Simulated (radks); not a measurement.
Isoelectronic series with 24 electrons, each ion in its NIST ground configuration. Method: scalar-relativistic Kohn-Sham, r2SCAN, spin-unpolarised, spherical densities, finite nucleus; meta-GGA in the generalised Kohn-Sham scheme; Fermi nuclear charge, rms radius of each element as measured or else 0.836 A^(1/3) + 0.57 fm; computed with a radial shooting solver on a logarithmic mesh with Libxc functionals. Total energies (hartree) and mean radii <r> (bohr) (* marks an orbital that is empty in some or all of the ions):

\begin{tabular}{lrrrrr}
ion & configuration & E (hartree) & 3d & 4s* & 3p \\ \hline
Cr & [Ar] 3d5 4s1 & -1050.68766 & 1.512 & 3.465 & 0.9665 \\
Fe2+ & [Ar] 3d6 & -1271.72473 & 1.076 & 2.516 & 0.8582 \\
Ni4+ & [Ar] 3d6 & -1516.28669 & 0.8380 & 1.968 & 0.7571 \\
Zn6+ & [Ar] 3d6 & -1784.20724 & 0.7013 & 1.640 & 0.6746 \\
Ge8+ & [Ar] 3d6 & -2075.55106 & 0.6079 & 1.415 & 0.6076 \\
Se10+ & [Ar] 3d6 & -2390.44126 & 0.5386 & 1.248 & 0.5524 \\
Kr12+ & [Ar] 3d6 & -2729.03267 & 0.4846 & 1.119 & 0.5063 \\
Sr14+ & [Ar] 3d6 & -3091.50437 & 0.4410 & 1.015 & 0.4672 \\
Zr16+ & [Ar] 3d6 & -3478.05583 & 0.4049 & 0.9285 & 0.4336 \\
\end{tabular}

3d drops below 4s between Cr and Fe2+.
